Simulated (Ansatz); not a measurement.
Species: AlOClH$_{2}$, charge 0, singlet. AlOClH2 (SMILES [OH][AlH][Cl]).
B3LYP-D3(BJ)/def2-TZVP minimum from Ansatz (a first-principles code):
```
Al
O 1 1.6877
H 2 0.9584 1 124.93
H 1 1.5571 2 119.14 3 180.00
Cl 1 2.1042 4 120.99 2 180.00
```

Total energies in cc-pV(T+d)Z, 18 correlated electrons, 11 frozen orbitals. UHF or UKS for unpaired electrons; spin-orbit terms are left out. Correlated methods leave the cores frozen. No relativity.

| method | program | energy (Eh) | minus CCSDT(Q) (mEh) |
|---|---|---|---|
| HF | Ansatz | -777.64333 | 555.67 |
| MP2 | Ansatz | -778.15230 | 46.70 |
| CCSD | Ansatz | -778.17803 | 20.98 |
| CCSD(T) | Ansatz | -778.19741 | 1.60 |
| CCSDT(Q) | Ansatz | -778.19901 | 0.00 |

Rough core times of Ansatz's runs on a shared machine: CCSD(T) under 20 s, CCSDT(Q) 60 min.
